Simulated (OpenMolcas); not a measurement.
Nb3+ (d2) in a complex was computed by SS-CASPT2, IPEA 0.25 Eh, imaginary shift 0.1 Eh with the d shell active (OpenMolcas, ANO-RCC-VDZP on the metal). Its lowest spin-free states, and all those of the highest spin:

```csv
2S+1,Degeneracy,E (cm-1)
3,3,0
1,3,6430
1,2,6860
3,3,15020
1,1,15240
3,3,20840
1,3,21720
1,3,23780
3,1,31760
1,2,37810
1,1,45450
```

Q: Is the site octahedral, tetrahedral or cube-like, axial, or of lower symmetry?

A: The states with 2S+1 = 3 have orbital degeneracies 3, 3, 3, 1. Threefold states need a cubic site. For d2 at this spin an octahedron puts the threefold T1 below the threefold T2 and a tetrahedron or cube puts the single A2 below the threefold T2, so the site is octahedral. The run had Nb3+ with 6 ligands (bromide) in octahedral coordination (Oh) at 2.63 Å. A charge of +0.5 e stands 2.4 Å behind each ligand. Ligand basis ANO-RCC-VDZP.

Roots that are degenerate in the reference are averaged as groups; the widest CASPT2 spread within a group is 390 cm-1 (the 3-fold group of multiplicity 1 near 21700 cm-1 above the lowest state of its run). Shifts and gaps below about the spread of the groups concerned are not significant. Over all roots computed the reference weight is 0.67 to 0.68; a low but even weight reflects the number of correlated electrons. An orbital triplet at a regular site is open to Jahn-Teller coupling, which can distort the site and quench the lowest spin-orbit gaps and is left out. The least metal-like active orbital is 76 % on the metal (Löwdin) and no ligand orbital is active, so the numbers are rough. Ligand-to-metal charge-transfer states are missing. With no ligand orbital active B as a rule stays too high, so bands that hang on it stand too high and its fall with covalency is understated. With one d shell and no ligand orbital active, 10Dq can be off by a tenth or more. No measured value stands beside these numbers; the geometry is a model, was not optimised and need not be the one that this ion takes.
